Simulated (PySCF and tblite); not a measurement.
The numbers below are computed, except where a source is named.
C5H10Cl2Si, numbered as in [Cl:1][C@H:2]1[CH2:3][CH2:4][Si@H:5]([Cl:6])[CH2:7][CH2:8]1.

Geometries GFN2-xTB; weights from B3LYP-D3(BJ)/pcSseg-1 (IEF-PCM, dimethylsulfoxide) energies and GFN2-xTB thermal corrections, with symmetry numbers and mirror pairs. Conformers within 2.5 kcal/mol (GFN2-xTB free energy) were kept, 5 at most. Of two unlike H on one atom, a is the less shielded (B3LYP/pcSseg-1 (IEF-PCM, dimethylsulfoxide)). (PySCF 2.14, tblite 0.8.)

An NOE distance is ⟨r⁻⁶⟩^(−1/6) over all pairs of like atoms and, for the average, over conformers.

The 6-ring runs over atoms 2–3–4–5–7–8.

```csv
conformer,shape,weight %
1,"6-ring chair (Cl1, Cl6 axial)",82.1
2,6-ring chair (all substituents equatorial),17.9
```

(1) Which H–H contacts under 3.5 Å would NOEs report (pairs on one atom left out) at 298.15 K?

(2) Which contact betrays a minor conformer?

Answers

(1) 
```tsv
pair	in 1 (Å)	in 2 (Å)	average (Å)
H2 ··· H3b/H8b	2.39	3.05	2.45
H2 ··· H3a/H8a	2.48	2.52	2.48
H3b/H8b ··· H4a/H7a	2.73	2.75	2.73
H3a/H8a ··· H4b/H7b	2.74	2.74	2.74
H3b/H8b ··· H4b/H7b	2.76	3.35	2.82
H4a/H7a ··· H5	3.00	3.00	3.00
H3a/H8a ··· H4a/H7a	3.34	2.76	3.17
H4b/H7b ··· H5	3.21	3.68	3.27
H2 ··· H4b/H7b	4.28	2.56	3.31
```

Longer pairs under the limit may be missing.

(2) H2 ··· H4b/H7b: 4.28 Å in the leading conformer but 3.31 Å on average, because conformer 2 (17.9 %) brings it to 2.56 Å and r⁻⁶ weighs short distances heavily.


Conformer gaps in pcSseg-1 on xTB geometries can be 2 kcal/mol off for S=O, P=O and other polar bonds.